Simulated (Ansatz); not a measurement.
A calculation with Ansatz (development build ahead of 0.2.0).

```yaml
crystal:
  periodic: [false, false, false]
  atoms:
    - { symbol: Al, position_ang: [0.0, 0.0, 0.0] }
    - { symbol: Li, position_ang: [2.2603, 0.0, 0.8227] }
    - { symbol: Li, position_ang: [-1.1301, 1.9575, 0.8227] }
    - { symbol: Li, position_ang: [-1.1301, -1.9575, 0.8227] }
basis:
  gaussian: { orbitals: pcseg-2 }
magnetization:
  initial_magnetization: 2
hamiltonian:
  xc: hf
```

The input is written out in the form of the current development build from the run's settings.

Output:

```yaml
Converged: yes
Total_energy: -264.18822 hartree
Spin_squared_of_the_determinant: 2.000
Stability_test: minimum among restricted orbitals
```

Caution: other spin multiplicities may lie lower.
